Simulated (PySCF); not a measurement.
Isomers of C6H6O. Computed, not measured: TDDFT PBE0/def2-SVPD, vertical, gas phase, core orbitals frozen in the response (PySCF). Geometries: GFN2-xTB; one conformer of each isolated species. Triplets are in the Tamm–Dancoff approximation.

A. `C=C1C=C1C(C)=O`
B. `C1=C[C@H]2C=C[C@@H]1O2`
C. `C#CC(=C)C(C)=O`

Lowest singlet levels (six at most, fewer where fewer were computed) with oscillator strengths:

1. 270 nm (f 0.000); 231 nm (f 0.000); 212 nm (f 0.012); 197 nm (f 0.008); 187 nm (f 0.086); 176 nm (f 0.000); T1 3.07 eV
2. 345 nm (f 0.000); 255 nm (f 0.127); 244 nm (f 0.000); 206 nm (f 0.000); 195 nm (f 0.000); 194 nm (f 0.054); T1 2.92 eV
3. 384 nm (f 0.078); 372 nm (f 0.001); 239 nm (f 0.000); 206 nm (f 0.009); 196 nm (f 0.033); 195 nm (f 0.182); T1 2.18 eV

Question: Which spectrum belongs to which structure?

Answer: 1 = B, 2 = C, 3 = A.
- A: S1 at 3.23 eV, HOMO→LUMO (98%); Löwdin shares by element: HOMO carbon 85% or more; LUMO carbon 64% or more, oxygen 21% (atoms not listed hold the other 15%); HOMO -6.57 and LUMO -2.50 eV.
- B: S1 at 4.59 eV, HOMO→LUMO (99%); Löwdin shares by element: HOMO carbon 77% or more (atoms not listed hold the other 23%); LUMO carbon 70% or more (atoms not listed hold the other 30%); HOMO -6.52 and LUMO -0.84 eV; point group C2v, 3 of its 6 listed states under f = 0.0005.
- C: S1 at 3.59 eV, HOMO→LUMO (94%); Löwdin shares by element: HOMO oxygen 53%, carbon 28% or more (atoms not listed hold the other 19%); LUMO carbon 62% or more, oxygen 13% (atoms not listed hold the other 25%); HOMO -7.48 and LUMO -2.14 eV; point group Cs, 4 of its 6 listed states under f = 0.0005.
